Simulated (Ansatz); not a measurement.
Total energies of trans-CoF2(H2O)4 (CoO₄F₂H₈) from Ansatz at PBE0-D4/def2-TZVP, gas phase (1 Eh = 27.2114 eV = 2625.5 kJ/mol). The reference geometry is relaxed at r2SCAN-D4/def2-SVP.

```tsv
atom	x (Å)	y (Å)	z (Å)
Co1	0.001	-0.001	0.000
F2	1.622	0.046	1.120
F3	-1.618	-0.047	-1.122
O4	1.459	1.266	-1.010
H5	1.917	0.831	-1.743
H6	1.943	0.976	-0.183
O7	-1.462	-1.262	1.010
H8	-1.942	-0.975	0.181
H9	-1.919	-0.821	1.739
O10	-1.009	1.863	0.345
H11	-1.574	1.479	-0.376
H12	-0.442	2.510	-0.101
O13	1.008	-1.867	-0.342
H14	0.441	-2.514	0.107
H15	1.575	-1.484	0.377
```

| state | geometry | energy (Eh) |
| --- | --- | --- |
| charge 0 quartet | reference | -1887.81666 |
| charge 1 quintet | reference | -1887.46526 |
| charge 1 quintet | relaxed at r2SCAN-D4/def2-SVP | -1887.54145 |
| free Co atom (quartet) | – | -1382.49072 |
| free F atom (doublet) | – | -99.67617 |
| free O atom (triplet) | – | -75.01860 |
| free H atom (doublet) | – | -0.50104 |

Other spin states of the ions weren't run at this level and may lie lower.

**Question.** Work out the vertical ionisation energy to the quintet.

**Answer.** E(charge 1 quintet) − E(charge 0 quartet) = -1887.46526 − (-1887.81666) = 0.35140 Eh = 9.56 eV. For comparison, −ε of the highest occupied level of the spin that leaves is 7.61 eV at this level, 1.95 eV less.

**Question.** How much does the charge 1 quintet relax, and what is the adiabatic ionisation energy?

**Answer.** Relaxation: -1887.46526 − (-1887.54145) = 0.07619 Eh = 2.07 eV. Adiabatic ionisation energy: 0.27521 Eh = 7.49 eV, without zero-point energy. 

**Question.** What is the binding energy per atom against free atoms?

**Answer.** Atoms: 1 × (-1382.49072) + 2 × (-99.67617) + 4 × (-75.01860) + 8 × (-0.50104) = -1885.92578 Eh. Binding: -1885.92578 − (-1887.81666) = 1.89088 Eh = 51.45 eV, or 3.43 eV for each of 15 atoms (no zero-point energy, no counterpoise term).

 The doublet lies 0.79 eV above the quartet at this level but is left out (at the level of its geometry, ⟨S²⟩ 1.40, where a pure state has 0.75).
